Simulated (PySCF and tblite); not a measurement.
Results of a calculation; reference values are marked as such.
System: CH₉AsGeSi, numbered as in [CH3:1][As:2]([SiH3:3])[GeH3:4].

For the pyramidal inversion at As2: electronic barrier 25.63 kcal/mol, zero-point change -0.78 kcal/mol, thermal and entropy terms at 250 K a further 0.00 kcal/mol (symmetry numbers apart). The minimum is C1, the saddle Cs. Level: PBE0/pcSseg-1 + D3(BJ) on GFN2-xTB stationary points, with GFN2-xTB thermal terms. Rate constants are transition-state-theory values, counting equivalent paths, without tunnelling. Programs: tblite and PySCF.

Task: How many equivalent paths lead out of the minimum?

Result: 1: the symmetry number of the minimum is 1, that of the saddle displaced along its mode 1.

Task: Work out the rate at 250 K.

Result: ΔG‡ = 24.85 kcal/mol; k_B T/h = 5.2×10¹² s⁻¹; exp(−ΔG‡/RT) = 1.9×10⁻²²; times 1 gives k = 9.9×10⁻¹⁰ s⁻¹. Wigner's tunnelling factor for the 293i cm⁻¹ mode would be 1.12.

Spin–orbit effects of heavy atoms on shieldings are missing.
